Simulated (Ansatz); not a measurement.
Cost and result up the ladder for the cluster Ge4Te3 (7 atoms). Charge 0, multiplicity 1. Geometry: PBE0-D4/def2-SVP.

Cartesian coordinates in Å:
```
Ge 1.5991 0.1253 2.0731
Ge 1.7995 -0.2700 -0.4725
Ge -2.0206 1.8645 0.0784
Ge -0.0913 -1.7325 -1.5651
Te -2.1592 -0.0528 -1.5536
Te 0.6156 2.0452 0.3189
Te 0.2569 -1.9796 1.1207
```

Ansatz on 4 threads of Intel Xeon on a shared host. Times are rough, and most runs start from the orbitals of an earlier one. PBE0-D4/def2-TZVP serves as the yardstick here, not as an exact answer. Differences are given only for rows in sets of like size (and for xTB, whose basis is part of the method), since another set adds its own error. Binding counts from free atoms at the same level (Ge triplet, Te triplet; other spins of the atoms weren't run), without zero-point energy or a counterpoise term.

In the def2 sets Te takes a core potential; there is no spin–orbit coupling. Correlated methods freeze 48 core orbitals; core or outer-core shells of Ge, Te are correlated, in sets that lack core-valence functions. The rows differ in basis, and correlated rows in double-zeta sets carry the largest basis error. Another isomer (singlet) lies 0.27 eV lower at PBE0-D4/def2-TZVP; other spin states weren't run for this one.

Correlated methods converge slowly with the basis, most of all in double-zeta sets.

```tsv
level	functions	wall time	binding energy per atom (eV)	difference from PBE0-D4/def2-TZVP (eV)
revPBE-D4/def2-TZVP	342	16 s	2.83	0.03
PBE-D4/def2-TZVP (with forces)	342	21 s	2.97	0.17
MP2/def2-SVP	206	26 s	2.47	–
r2SCAN-D4/def2-TZVP	342	32 s	2.80	-0.01
PBE0-D4/def2-TZVP	342	66 s	2.80	0.00
```
